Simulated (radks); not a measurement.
The numbers below are computed, except where a source is named.
Problem. These are the eigenvalues of the occupied orbitals of an atom or ion with whole-number occupations (Ry). Code: a radial shooting solver on a logarithmic mesh with Libxc functionals. Model: Dirac Kohn-Sham, PBE, spin-unpolarised, spherical densities, point nucleus.

| orbital | eigenvalue |
|---|---|
| 1s1/2 | -307.9300 |
| 2s1/2 | -46.86179 |
| 2p1/2 | -41.35074 |
| 2p3/2 | -41.06923 |

Which element is it, and in what charge state? The configuration may be excited. Open shells, if any, are shared by 2j + 1.

Solution. Z = 20, calcium, charge +10: Ca10+ in [Ne]. The list shows which subshells hold electrons but not how many an open one holds; the 1s level, -153.96 hartree, gives Z - s = 17.5 by -(Z - s)^2/2, which with screening and relativity narrows Z to a few neighbours, and the depths of the outer levels then fix element, charge and occupations together.
